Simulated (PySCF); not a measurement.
**Partial charges of `CC(C)(C)c1ppc[p-]1`**

Compound: C₆H₁₀P₃ (charge -1).
Atom-mapped SMILES: `[CH3:1][C:2]([CH3:3])([CH3:4])[c:5]1[p:6][p:7][cH:8][p-:9]1` (hydrogens: H10, H11, H12 on C1; H13, H14, H15 on C3; H16, H17, H18 on C4; H19 on C8)

Geometry (GFN2-xTB, Å), atoms numbered from 1 in this order:
```xyz
19
C6H10P3 angstrom
C     -1.571   -0.870   -0.740
C     -0.630   -0.032    0.124
C     -0.709   -0.532    1.571
C     -1.085    1.431    0.076
C      0.809   -0.122   -0.356
P      1.232   -1.087   -1.738
P      3.292   -0.740   -1.799
C      3.390    0.311   -0.435
P      2.032    0.775    0.520
H     -1.269   -1.915   -0.720
H     -1.534   -0.532   -1.773
H     -2.597   -0.790   -0.376
H     -0.377   -1.567    1.626
H     -1.731   -0.467    1.949
H     -0.058    0.070    2.203
H     -1.023    1.807   -0.944
H     -0.434    2.038    0.704
H     -2.113    1.530    0.428
H      4.365    0.703   -0.163
```

Density: PBE0/pcSseg-1 (PySCF); schemes: Mulliken, IAO, Hirshfeld and ESP-fitted. Geometry: GFN2-xTB; no solvent, vibrations or thermal averaging. The pcSseg-1 basis has no diffuse functions, a weakness for an anion.

Question: Atoms with like bonding are taken together and averaged. At which atom do the 4 schemes differ most?

Answer: At C2: from -0.517 (Mulliken) to +0.453 e (ESP-fitted), 0.970 e apart.

Question: Which atoms carry the highest charge in the Mulliken, IAO, Hirshfeld and ESP-fitted schemes?

Answer: The schemes don't all agree: Mulliken P9 (+0.269); IAO P9 (+0.157); Hirshfeld H10 (×9) (+0.021); ESP-fitted C2 (+0.453).

Question: For which atoms does the sign change between the 4 schemes (beyond +0.03 e in one, beyond −0.03 e in another)?

Answer: C2, C5 and P9. Atomic charges aren't observables, and each scheme defines them in its own way.

Question: What partial charge does each atom carry?

Answer: In e; atoms taken as equivalent share a row and are averaged (×n: the atom named and its like, n in all):

```
    atom                   environment  Mulliken     IAO  Hirshfeld  ESP-fitted
C1/C3/C4                 methyl carbon    -0.144  -0.409     -0.134      -0.381
      C2          benzylic-type carbon    -0.517  +0.067     +0.016      +0.453
      C5   substituted aromatic carbon    -0.568  -0.487     -0.143      +0.176
      P6  phosphorus bonded to C and P    -0.016  -0.068     -0.153      -0.300
      P7  phosphorus bonded to C and P    -0.031  -0.050     -0.194      -0.380
      C8            aromatic CH carbon    -0.658  -0.662     -0.235      -0.059
      P9      phosphorus bonded to 2 C    +0.269  +0.157     -0.079      -0.462
H10 (×9)               methyl hydrogen    +0.094  +0.126     +0.021      +0.068
     H19             aromatic hydrogen    +0.103  +0.137     +0.001      +0.100
```

Mean size of the charges over all atoms: IAO 0.210 e, ESP-fitted 0.194 e, Mulliken 0.181 e, Hirshfeld 0.074 e. Each set sums to the total charge, -1, to within 0.001 e. The Hirshfeld scheme weights the molecular density at each point by an atom's share of the summed free-atom densities.

Some averages cover members that differ in this geometry: H10 (×9), Mulliken +0.067 to +0.114; H10 (×9), ESP-fitted +0.049 to +0.091; C1/C3/C4, ESP-fitted -0.393 to -0.358; H10 (×9), IAO +0.105 to +0.137 e.

Question: Sum the charges by element.

Answer: 
| element | atoms | Mulliken | IAO | Hirshfeld | ESP-fitted |
| --- | --- | --- | --- | --- | --- |
| C | 6 | -2.175 | -2.309 | -0.764 | -0.572 |
| P | 3 | +0.222 | +0.040 | -0.426 | -1.142 |
| H | 10 | +0.953 | +1.269 | +0.189 | +0.714 |

Question: How many electrons does the ESP-fitted scheme count on C8?

Answer: Z − q = 6 − (-0.059) = 6.059.

Question: How closely do the schemes follow one another over all atoms?

Answer: Correlation coefficient and root-mean-square difference: IAO with Hirshfeld 0.83, 0.196 e; Mulliken with IAO 0.77, 0.175 e; Hirshfeld with ESP-fitted 0.65, 0.198 e; Mulliken with Hirshfeld 0.57, 0.214 e; IAO with ESP-fitted 0.37, 0.284 e; Mulliken with ESP-fitted -0.19, 0.382 e.

The run behind these numbers computed NMR shieldings as well. Cost: about 2.4 min of CPU time on one thread; the machine was shared, so the figure is rough.
